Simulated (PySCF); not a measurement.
## How methods differ on the ionisation energy of Sb⁺

Sb⁺ [Kr] 4d10 5s2 5p2 (3P) → Sb²⁺ [Kr] 4d10 5s2 5p1 (2P), as a difference of total energies. Computed with PySCF 2.14 in aug-cc-pVDZ-PP with ECP28MDF, with scalar relativity through the core potential. Correlated levels: valence: 4s2 4p6 4d10 frozen. The calculations carry no spin-orbit coupling.

| method | ionisation energy (eV) |
| --- | --- |
| UHF | 15.996 |
| SCS-MP2 (valence) | 16.165 |
| CCSD (valence) | 16.251 |
| CCSD(T) (valence) | 16.258 |

Q: Estimate what CCSDT (valence) gives.

A: 16.260 eV, closest to CCSD(T) (valence) among the rows shown.

Q: Estimate what MP2 (valence) gives.

A: 16.220 eV, closest to CCSD (valence) among the rows shown.

The reference lies between the lowest fine-structure levels, while these numbers refer to the centres of the terms.

Errors of the correlated levels include the incompleteness of this basis and the frozen core.

For comparison: 16.626 ± 0.025 eV (measured; NIST Atomic Spectra Database, ionization energies).
